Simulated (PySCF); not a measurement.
# How methods differ on the ionisation energy of Hg⁺

Hg⁺ [Xe] 4f14 5d10 6s1 (2S) → Hg²⁺ [Xe] 4f14 5d10 (1S), as a difference of total energies. All numbers are calculated (PySCF 2.14, the spin-free X2C one-electron Hamiltonian (Gaussian nucleus), in x2c-TZVPPall). Correlated levels: valence: [Xe] 4f14 frozen. The calculations carry no spin-orbit coupling.

```json
{"method": "UHF", "ionisation energy (eV)": "17.097"}
{"method": "MP2 (valence)", "ionisation energy (eV)": "18.512"}
{"method": "SCS-MP2 (valence)", "ionisation energy (eV)": "18.313"}
{"method": "CCSD (valence)", "ionisation energy (eV)": "18.294"}
{"method": "CCSD(T) (valence)", "ionisation energy (eV)": "18.365"}
```

Task: How much does correlation contribute at CCSD(T) (valence)?

Result: 18.365 − (17.097) = 1.268 eV, measured against UHF.

Errors of the correlated levels include the incompleteness of this basis and the frozen core.

For comparison: 18.757 eV (measured; NIST Atomic Spectra Database, ionization energies).
